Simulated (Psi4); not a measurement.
Input file for Psi4: SAPT0/jun-cc-pV(D+d)Z on CH4N2 (a complex), monomers drawn apart or pushed together.

```
memory 8100 MB

molecule dimer {
0 1
C     0.02467954   -0.04913245   -0.08080792
H     0.96421579    0.39517783    0.24492148
H    -0.07877942   -1.04060640    0.35789737
H    -0.80434320    0.57914786    0.24195607
H     0.01840399   -0.12948199   -1.16684915
--
0 1
N     0.07886144   -0.42371889    3.15795105
N    -0.18549859    0.63393900    3.12238718
units angstrom
symmetry c1
no_reorient
no_com
}

set {
  basis jun-cc-pV(D+d)Z
  scf_type df
  freeze_core true
}

energy('sapt0')
```

The log:

```
[...]
==> Input File <==

--------------------------------------------------------------------------
memory 8100 MB

molecule dimer {
0 1
C     0.02467954   -0.04913245   -0.08080792
H     0.96421579    0.39517783    0.24492148
H    -0.07877942   -1.04060640    0.35789737
H    -0.80434320    0.57914786    0.24195607
H     0.01840399   -0.12948199   -1.16684915
--
0 1
N     0.07886144   -0.42371889    3.15795105
N    -0.18549859    0.63393900    3.12238718
units angstrom
symmetry c1
no_reorient
no_com
}

set {
  basis jun-cc-pV(D+d)Z
  scf_type df
  freeze_core true
}

energy('sapt0')
--------------------------------------------------------------------------


   => Loading Basis Set <=

    Name: JUN-CC-PV(D+D)Z
    Role: ORBITAL
    Keyword: BASIS
    atoms 1   entry C          line   188 file jun-cc-pv_dpd_z.gbs
    atoms 2-5 entry H          line    60 file jun-cc-pv_dpd_z.gbs
    atoms 6-7 entry N          line   222 file jun-cc-pv_dpd_z.gbs

   => Loading Basis Set <=

    Name: JUN-CC-PV(D+D)Z
    Role: ORBITAL
    Keyword: BASIS
    atoms 1   entry C          line   188 file jun-cc-pv_dpd_z.gbs
    atoms 2-5 entry H          line    60 file jun-cc-pv_dpd_z.gbs
    atoms 6-7 entry N          line   222 file jun-cc-pv_dpd_z.gbs


  //>>>>>>>>>>>>>>>>>>>>>>>>>>>>>>>>>>>//
  //              Dimer HF             //
  //<<<<<<<<<<<<<<<<<<<<<<<<<<<<<<<<<<<//

   => Libint2 <=

    Primary   basis highest AM E, G, H:  7, 6, 3
    Auxiliary basis highest AM E, G, H:  7, 7, 4
    Onebody   basis highest AM E, G, H:  -, -, -
    Solid Harmonics ordering:            Gaussian


   => Loading Basis Set <=

    Name: JUN-CC-PV(D+D)Z
    Role: ORBITAL
    Keyword: BASIS
    atoms 1   entry C          line   188 file jun-cc-pv_dpd_z.gbs
    atoms 2-5 entry H          line    60 file jun-cc-pv_dpd_z.gbs
    atoms 6-7 entry N          line   222 file jun-cc-pv_dpd_z.gbs


         ---------------------------------------------------------
                                   SCF
               by Justin Turney, Rob Parrish, Andy Simmonett
                          and Daniel G. A. Smith
                              RHF Reference
                        4 Threads,   7724 MiB Core
         ---------------------------------------------------------

  ==> Geometry <==

    Molecular point group: c1
    Full point group: C1

    Geometry (in Angstrom), charge = 0, multiplicity = 1:

       Center              X                  Y                   Z               Mass
    ------------   -----------------  -----------------  -----------------  -----------------
         C            0.024679540000    -0.049132450000    -0.080807920000    12.000000000000
         H            0.964215790000     0.395177830000     0.244921480000     1.007825032230
         H           -0.078779420000    -1.040606400000     0.357897370000     1.007825032230
         H           -0.804343200000     0.579147860000     0.241956070000     1.007825032230
         H            0.018403990000    -0.129481990000    -1.166849150000     1.007825032230
         N            0.078861440000    -0.423718890000     3.157951050000    14.003074004430
         N           -0.185498590000     0.633939000000     3.122387180000    14.003074004430

  Running in c1 symmetry.

  Rotational constants: A =      1.45821  B =      0.06024  C =      0.05849 [cm^-1]
  Rotational constants: A =  43716.01164  B =   1805.90673  C =   1753.46019 [MHz]
  Nuclear repulsion =   59.724121954628131

  Charge       = 0
  Multiplicity = 1
  Electrons    = 24
  Nalpha       = 12
  Nbeta        = 12

  ==> Algorithm <==

  SCF Algorithm Type is DF.
  DIIS enabled.
  MOM disabled.
  Fractional occupation disabled.
  Guess Type is SAD.
  Energy threshold   = 1.00e-08
  Density threshold  = 1.00e-08
  Integral threshold = 1.00e-12

  ==> Primary Basis <==

  Basis Set: JUN-CC-PV(D+D)Z
    Blend: JUN-CC-PV(D+D)Z
    Number of shells: 36
    Number of basis functions: 74
    Number of Cartesian functions: 77
    Spherical Harmonics?: true
    Max angular momentum: 2

   => Loading Basis Set <=

    Name: (JUN-CC-PV(D+D)Z AUX)
    Role: JKFIT
    Keyword: DF_BASIS_SCF
    atoms 1   entry C          line   146 file jun-cc-pvdz-jkfit.gbs
    atoms 2-5 entry H          line    70 file jun-cc-pvdz-jkfit.gbs
    atoms 6-7 entry N          line   202 file jun-cc-pvdz-jkfit.gbs

  ==> Integral Setup <==

  DFHelper Memory: AOs need 0.015 GiB; user supplied 5.658 GiB.
  SCF_SUBTYPE=INCORE selected. In-core MEM_DF algorithm will be used.
  Using in-core AOs.

  ==> MemDFJK: Density-Fitted J/K Matrices <==

    J tasked:                   Yes
    K tasked:                   Yes
    wK tasked:                   No
    OpenMP threads:               4
    Algorithm:                 Core
    Schwarz Cutoff:           1E-12
    Mask sparsity (%):       0.1461
    Fitting Condition:        1E-10

   => Auxiliary Basis Set <=

  Basis Set: (JUN-CC-PV(D+D)Z AUX)
    Blend: JUN-CC-PVDZ-JKFIT
    Number of shells:
[...]
002414    66A      3.005984    67A      3.017872
      68A      3.033829    69A      3.357607    70A      3.547951
      71A      5.042984    72A      5.045978    73A      5.058389
      74A     18.432719

    Final Occupation by Irrep:
              A
    DOCC [     7 ]
    NA   [     7 ]
    NB   [     7 ]

  @DF-RHF Final Energy:  -108.95957970759757

   => Energetics <=

    Nuclear Repulsion Energy =             23.7717870811858667
    One-Electron Energy =                -194.4064988506344207
    Two-Electron Energy =                  61.6751320618509808
    Total Energy =                       -108.9595797075975838

Computation Completed


Properties will be evaluated at   0.000000,   0.000000,   0.000000 [a0]

Properties computed using the SCF density matrix


 Multipole Moments:

 ------------------------------------------------------------------------------------
     Multipole            Electronic (a.u.)      Nuclear  (a.u.)        Total (a.u.)
 ------------------------------------------------------------------------------------

 L = 1.  Multiply by 2.5417464519 to convert [e a0] to [Debye]
 Dipole X            :          1.4100283           -1.4106051           -0.0005768
 Dipole Y            :         -2.7808130            2.7808090           -0.0000040
 Dipole Z            :        -83.0724643           83.0768346            0.0043703
 Magnitude           :                                                    0.0044082

 ------------------------------------------------------------------------------------

  Constructing Basis Sets for SAPT...

   => Loading Basis Set <=

    Name: (JUN-CC-PV(D+D)Z AUX)
    Role: RIFIT
    Keyword: DF_BASIS_SAPT
    atoms 1   entry C          line   100 file jun-cc-pvdz-ri.gbs
    atoms 2-5 entry H          line    30 file jun-cc-pvdz-ri.gbs
    atoms 6-7 entry N          line   144 file jun-cc-pvdz-ri.gbs

   => Loading Basis Set <=

    Name: (JUN-CC-PV(D+D)Z AUX)
    Role: JKFIT
    Keyword: DF_BASIS_ELST
    atoms 1   entry C          line   146 file jun-cc-pvdz-jkfit.gbs
    atoms 2-5 entry H          line    70 file jun-cc-pvdz-jkfit.gbs
    atoms 6-7 entry N          line   202 file jun-cc-pvdz-jkfit.gbs


  //>>>>>>>>>>>>>>>>>>>>>>>>>>>>>>>>>>>//
  //               SAPT0               //
  //<<<<<<<<<<<<<<<<<<<<<<<<<<<<<<<<<<<//



        SAPT0
    Ed Hohenstein
     6 June 2009

      Orbital Information
  --------------------------
    NSO        =        74
    NMO        =        74
    NRI        =       251
    NRI (Elst) =       329
    NOCC A     =         5
    NOCC B     =         7
    FOCC A     =         1
    FOCC B     =         2
    NVIR A     =        69
    NVIR B     =        67

    Elst10,r            =    -0.001124938343 [Eh]
    Exch10              =     0.003655417021 [Eh]
    Exch10 (S^2)        =     0.003646161897 [Eh]

    Maxiter = 50
    CPHF R converge = 1.000000E-08

    Iter     Energy [mEh]          dE [mEh]         Residual      Time [s]
       1      -0.45304201       0.453042011     2.595135e-03             0
       2      -0.54209000       0.089047985     3.012170e-04             0
       3      -0.54059626      -0.001493740     7.890124e-05             0
       4      -0.54026383      -0.000332429     1.724948e-05             0
       5      -0.54032676       0.000062929     3.023072e-06             0
       6      -0.54033385       0.000007098     4.257984e-07             0
       7      -0.54033154      -0.000002316     6.512318e-08             0
       8      -0.54033179       0.000000252     8.165090e-09             0

    CHF Iterations converged

    Maxiter = 50
    CPHF R converge = 1.000000E-08

    Iter     Energy [mEh]          dE [mEh]         Residual      Time [s]
       1      -0.18968169       0.189681691     1.773086e-03             0
       2      -0.22812453       0.038442836     2.149522e-04             0
       3      -0.22774520      -0.000379326     6.316793e-05             0
       4      -0.22751139      -0.000233815     1.578129e-05             0
       5      -0.22754698       0.000035589     7.633042e-06             0
       6      -0.22756746       0.000020483     2.642936e-06             0
       7      -0.22756012      -0.000007342     1.063185e-06             1
       8      -0.22756062       0.000000499     3.820491e-07             1
       9      -0.22756115       0.000000532     6.371974e-08             1
      10      -0.22756101      -0.000000133     1.443548e-08             1
      11      -0.22756104       0.000000023     4.721872e-09             1

    CHF Iterations converged

    Ind20,r (A<-B)      =    -0.000540331790 [Eh]
    Ind20,r (B<-A)      =    -0.000227561038 [Eh]
    Ind20,r             =    -0.000767892828 [Eh]
    Exch-Ind20,r (A<-B) =     0.000521514709 [Eh]
    Exch-Ind20,r (B<-A) =     0.000217138377 [Eh]
    Exch-Ind20,r        =     0.000738653086 [Eh]
    Disp20              =    -0.001932621768 [Eh]
    Disp20 (SS)         =    -0.000966310884 [Eh]
    Disp20 (OS)         =    -0.000966310884 [Eh]
    Exch-Disp20         =     0.000220998776 [Eh]
    Exch-Disp20 (SS)    =     0.000121873646 [Eh]
    Exch-Disp20 (OS)    =     0.000099125130 [Eh]

    SAPT Results
  --------------------------------------------------------------------------------------------------------
    Electrostatics                 -1.12493834 [mEh]      -0.70590947 [kcal/mol]      -2.95352521 [kJ/mol]
      Elst10,r                     -1.12493834 [mEh]      -0.70590947 [kcal/mol]      -2.95352521 [kJ/mol]

    Exchange                        3.65541702 [mEh]       2.29380881 [kcal/mol]       9.59729607 [kJ/mol]
      Exch10                        3.65541702 [mEh]       2.29380881 [kcal/mol]       9.59729607 [kJ/mol]
      Exch10(S^2)                   3.64616190 [mEh]       2.28800113 [kcal/mol]       9.57299674 [kJ/mol]

    Induction                      -0.19272300 [mEh]      -0.12093551 [kcal/mol]      -0.50599416 [kJ/mol]
      Ind20,r                      -0.76789283 [mEh]      -0.48186002 [kcal/mol]      -2.01610234 [kJ/mol]
      Exch-Ind20,r                  0.73865309 [mEh]       0.46351181 [kcal/mol]       1.93933341 [kJ/mol]
      delta HF,r (2)               -0.16348325 [mEh]      -0.10258729 [kcal/mol]      -0.42922523 [kJ/mol]

    Dispersion                     -1.71162299 [mEh]      -1.07405964 [kcal/mol]      -4.49386555 [kJ/mol]
      Disp20                       -1.93262177 [mEh]      -1.21273847 [kcal/mol]      -5.07409775 [kJ/mol]
      Exch-Disp20                   0.22099878 [mEh]       0.13867883 [kcal/mol]       0.58023221 [kJ/mol]
      Disp20 (SS)                  -0.96631088 [mEh]      -0.60636923 [kcal/mol]      -2.53704888 [kJ/mol]
      Disp20 (OS)                  -0.96631088 [mEh]      -0.60636923 [kcal/mol]      -2.53704888 [kJ/mol]
      Exch-Disp20 (SS)              0.12187365 [mEh]       0.07647687 [kcal/mol]       0.31997921 [kJ/mol]
      Exch-Disp20 (OS)              0.09912513 [mEh]       0.06220196 [kcal/mol]       0.26025299 [kJ/mol]

  Total HF                          2.33775568 [mEh]       1.46696384 [kcal/mol]       6.13777670 [kJ/mol]
  Total SAPT0                       0.62613269 [mEh]       0.39290419 [kcal/mol]       1.64391115 [kJ/mol]

  Special recipe for scaled SAPT0 (see Manual):
    Electrostatics sSAPT0          -1.12493834 [mEh]      -0.70590947 [kcal/mol]      -2.95352521 [kJ/mol]
    Exchange sSAPT0                 3.65541702 [mEh]       2.29380881 [kcal/mol]       9.59729607 [kJ/mol]
    Induction sSAPT0               -0.18708389 [mEh]      -0.11739692 [kcal/mol]      -0.49118870 [kJ/mol]
    Dispersion sSAPT0              -1.70993582 [mEh]      -1.07300093 [kcal/mol]      -4.48943588 [kJ/mol]
  Total sSAPT0                      0.63345896 [mEh]       0.39750150 [kcal/mol]       1.66314628 [kJ/mol]
  --------------------------------------------------------------------------------------------------------



*** Psi4 exiting successfully. Buy a developer a beer!
```

The run finished.

Cost: very roughly 15 core-seconds.
